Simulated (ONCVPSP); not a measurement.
**Scattering properties, ONCV potential for S**

```
Element                 : S
Generator               : ONCVPSP 4.0.1
Type                    : optimised norm-conserving Vanderbilt (ONCV)
Functional              : LDA (Perdew-Wang 92)
Relativity              : scalar-relativistic
Frozen core             : [Ne]
Valence charge          : 6
Reference configuration : 3s2 3p2 (charge +2)
Partial waves           : 3s: rc 1.45 bohr, ncon 3, nbas 6, qcut 5.4 1/bohr, 2 projectors, debl 2.5 Ha; 3p: rc 1.65 bohr, ncon 3, nbas 7, qcut 4.9 1/bohr, 2 projectors, debl 1 Ha; d scattering state at 0.25 Ha: rc 1.30 bohr, ncon 3, nbas 7, qcut 8.7 1/bohr, 2 projectors, debl 0.8 Ha
Local potential         : polynomial inside 1.15 bohr (lpopt 5, dvloc0 0 Ha)
Core correction         : none
```

In the p channel the program set the typed energies aside and used -1.032, 0.250 Ha. In the d channel the program set the typed energies aside and used 0.050, 0.850 Ha.

The phase is arctan(r·R′/R) of the radial function R(r), unwrapped; energies in Ha, scanned from -3 to 5 Ha. A pole is an energy at which the radial function vanishes at the test radius. The pseudo phase is shifted by a multiple of π to meet the all-electron one at the reference energy, and phase errors are pseudo minus all-electron; the curves can meet again beyond the range given. Levels narrower than the energy grid can be missing from the lists of poles.

Problem. For each channel, where are the poles, and over which energies does the pseudopotential scatter like the atom?

Solution.

```tsv
channel	radius (bohr)	reference energy (Ha)	poles, all-electron	poles, pseudo	unbroken range about the reference energy with phases within 0.05 rad	phase error 1 Ha above the reference energy (rad)
s	1.47	-1.45	1.49	1.49	below 4.2	-0.000
p	1.67	-1.03	0.86	0.86	below 3.3	+0.000
d	1.32	0.05	2.93	2.93	the whole range	-0.000
```

Phases in the s channel:

```tsv
E (Ha)	all-electron	pseudo
-2.98	0.620	0.617
-2.76	0.452	0.449
-2.54	0.237	0.235
-2.32	-0.021	-0.023
-2.10	-0.297	-0.298
-1.88	-0.553	-0.553
-1.66	-0.764	-0.764
-1.44	-0.929	-0.929
-1.22	-1.056	-1.056
-1.00	-1.153	-1.153
-0.78	-1.229	-1.230
-0.56	-1.291	-1.291
-0.34	-1.341	-1.341
-0.12	-1.383	-1.383
0.10	-1.419	-1.419
0.32	-1.450	-1.450
0.54	-1.477	-1.477
0.76	-1.502	-1.502
0.98	-1.524	-1.524
1.20	-1.545	-1.545
1.42	-1.565	-1.565
1.64	-1.583	-1.583
1.86	-1.601	-1.601
2.08	-1.618	-1.619
2.30	-1.635	-1.636
2.52	-1.653	-1.654
2.74	-1.671	-1.673
2.96	-1.689	-1.692
3.18	-1.709	-1.714
3.40	-1.730	-1.738
3.62	-1.752	-1.765
3.84	-1.777	-1.798
4.06	-1.806	-1.839
4.28	-1.839	-1.893
4.50	-1.878	-1.973
4.72	-1.925	-2.106
4.94	-1.983	-2.381
```
